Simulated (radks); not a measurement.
The terbium ion Tb10+, 55 electrons, occupied as [Kr] 4d10 4f6 5s2 5p1 (the NIST ground configuration).

Calculated with a radial shooting solver on a logarithmic mesh with Libxc functionals: Dirac Kohn-Sham, exchange-only PBE, spin-unpolarised, spherical densities, finite nucleus; open shells fill j = l - 1/2 first; Fermi nuclear charge, rms radius 5.06 fm.

Energy parts (Ry):
part                   energy
total             -23372.7694
kinetic            25571.4890
electron-nucleus  -56835.2787
Hartree             8386.3603
exchange            -495.3400

Orbitals (lengths in bohr, moments of r in powers of bohr; r(max) is where P^2 peaks):
| orbital | occ. | eigenvalue (Ry) | r(max) | <r> | <1/r> |
|---|---|---|---|---|---|
| 1s1/2 | 2 | -3820.024 | 0.01364 | 0.02151 | 73.09 |
| 2s1/2 | 2 | -643.7465 | 0.07767 | 0.09096 | 17.47 |
| 2p1/2 | 2 | -612.4552 | 0.05859 | 0.07589 | 17.45 |
| 2p3/2 | 4 | -557.5763 | 0.06451 | 0.08284 | 15.35 |
| 3s1/2 | 2 | -152.8824 | 0.2200 | 0.2389 | 6.377 |
| 3p1/2 | 2 | -139.2650 | 0.2073 | 0.2286 | 6.293 |
| 3p3/2 | 4 | -127.9349 | 0.2198 | 0.2418 | 5.760 |
| 3d3/2 | 4 | -104.4547 | 0.1743 | 0.2140 | 5.640 |
| 3d5/2 | 6 | -101.9829 | 0.1778 | 0.2182 | 5.508 |
| 4s1/2 | 2 | -40.41682 | 0.5039 | 0.5381 | 2.682 |
| 4p1/2 | 2 | -35.05852 | 0.5073 | 0.5482 | 2.579 |
| 4p3/2 | 4 | -32.48551 | 0.5334 | 0.5769 | 2.399 |
| 4d3/2 | 4 | -23.62417 | 0.5381 | 0.6045 | 2.195 |
| 4d5/2 | 6 | -23.14890 | 0.5464 | 0.6141 | 2.152 |
| 5s1/2 | 2 | -14.31972 | 1.103 | 1.167 | 1.161 |
| 5p1/2 | 1 | -12.54146 | 1.165 | 1.241 | 1.083 |
| 4f5/2 | 6 | -12.44930 | 0.5281 | 0.6995 | 1.759 |
| 4f7/2 | 0 | -12.37165 | 0.5321 | 0.7048 | 1.744 |
| 5p3/2 | 0 | -11.99476 | 1.219 | 1.293 | 1.029 |

The highest occupied level is 4f5/2 at -169.38 eV. The density falls to 0.001 e/bohr^3 at r = 2.39 bohr.
